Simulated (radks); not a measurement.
Results of a calculation; reference values are marked as such.
Initial-state core-level shifts of the gadolinium ion Gd+ when its valence configuration changes from [Xe] 4f7 5d1 6s1. Level of theory: scalar-relativistic Kohn-Sham, PBE, spin-polarised, spherical densities, finite nucleus; open shells are filled with parallel spins first (spin-orbit coupling, left out, can overturn this in heavy ions); Fermi nuclear charge, rms radius 5.1569 fm (a radial shooting solver on a logarithmic mesh with Libxc functionals). Shifts are changes of the shell-averaged eigenvalues in eV (positive: less bound); the change of the density at the nucleus, which sets a Mossbauer isomer shift, is in e/bohr^3, on a base of 6.582e+05.

| valence | 1s | 2s | 3s | 5s | density at nucleus |
|---|---|---|---|---|---|
| 4f6.5 5d1 6s1 6p0.5 | -5.509 | -5.878 | -6.383 | -3.708 | +21.85 |
| 4f6 5d1 6s1 6p1 | -11.350 | -12.130 | -13.192 | -7.475 | +45.73 |
| 4f7 5d0.5 6s1 6p0.5 | -1.748 | -1.789 | -1.753 | -1.796 | +3.09 |
| 4f7 5d2 | +2.063 | +2.145 | +2.094 | +2.179 | -38.54 |
| 4f8 5d1 | +7.755 | +8.317 | +9.078 | +5.354 | -62.40 |
| 4f6.5 5d1.5 6s1 | -3.699 | -4.022 | -4.559 | -1.878 | +18.34 |
| 4f7.5 5d1 6s0.5 | +4.156 | +4.462 | +4.876 | +2.803 | -34.04 |
| 4f6.5 5d1 6s0.5 6p1 | -6.126 | -6.490 | -6.994 | -4.322 | +2.29 |
| 4f7 6s2 | -2.445 | -2.528 | -2.447 | -2.571 | +41.17 |
